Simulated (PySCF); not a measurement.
## Diatomics with 65 electrons

CCSD(T) in PySCF with def2-SVP on every atom (core potentials on Cd, Te, I), for the lowest determinant that a PBE0 search found; no spin–orbit coupling. All have 65 electrons, 9 of them in the valence shells, and the same state, a doublet (σ ↑). For ions De leads to the atom and ion picked by measured ionisation energies and electron affinities.

```
species  difference of nuclear charges  Re (Å)  ωe (cm⁻¹)  k (mdyn/Å)  De (eV)  dissociates to
   CdCl                             31   2.355        345        1.87     1.58         Cd + Cl
   AlTe                             39   2.390        402        2.13     2.76         Al + Te
    MgI                             41   2.621        312        1.16     1.98          Mg + I
   AlI⁺                             40   2.411        378        1.87     0.85         Al⁺ + I
```

Task: Which member of the whole set has the stiffest bond, and how does it compare with the softest?

Result: AlTe with k = 2.13 mdyn/Å, 1.8 times that of MgI.

Correlated steps freeze the inner cores (5 to 9 orbitals); shallow outer-core shells are correlated. Correlated levels converge slowly with the basis: in double zeta they bind strong bonds too weakly, by up to about 1 eV, and carry superposition errors of some tenths. These are scalar-relativistic numbers at best; spin–orbit coupling would shift them, the dissociation energy most. For an ion De counts to the pair picked by the measured ionisation energies or electron affinities, which need not be the lowest pair at this level. States were picked by a PBE0 search and need not be the measured ground states.
